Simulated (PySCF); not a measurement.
# Trend along group 14: MBr cations

PBE0 with double-zeta basis sets in PySCF, for the lowest determinant that a PBE0 search found; no spin–orbit coupling. De refers to high-spin ground-configuration atoms (the charge goes to the atom of lower measured ionisation energy or higher electron affinity, which is not always the lowest computed limit). A positive dipole points towards Br; it is taken about the centre of mass and depends on that origin.

| M | basis | charged atom | state (unpaired electrons) | Re (Å) | ωe (cm⁻¹) | De (eV) | μ (D) |
| --- | --- | --- | --- | --- | --- | --- | --- |
| C | cc-pVDZ/cc-pVDZ-PP | C+ | singlet (closed shell) | 1.700 | 1001 | 6.23 | -0.40 |
| Si | def2-SVP | Si+ | singlet (closed shell) | 2.119 | 535 | 4.66 | -4.84 |
| Ge | pcseg-1 | Ge+ | singlet (closed shell) | 2.232 | 364 | 4.19 | -3.65 |
| Sn | def2-SVP | Sn+ | singlet (closed shell) | 2.425 | 300 | 3.83 | -4.04 |
| Pb | def2-SVP | Pb+ | singlet (closed shell) | 2.517 | 261 | n/a | -3.66 |

The shortest bond is that of CBr⁺ (1.700 Å), the longest that of PbBr⁺ (2.517 Å).

The rows differ in basis set, which adds steps of its own.

Relativity is treated differently too: C scalar-relativistic core potentials; Si no relativity; Ge no relativity; Sn scalar-relativistic core potentials; Pb scalar-relativistic core potentials.

De is n/a where a free atom or ion gave no sound limit at this level.

Down a group bonds as a rule get longer and wavenumbers fall, partly through the reduced mass; this series shows no clear exception.

These are scalar-relativistic numbers at best; spin–orbit coupling would shift them, the dissociation energy most. For an ion De counts to the pair picked by the measured ionisation energies or electron affinities, which need not be the lowest pair at this level.
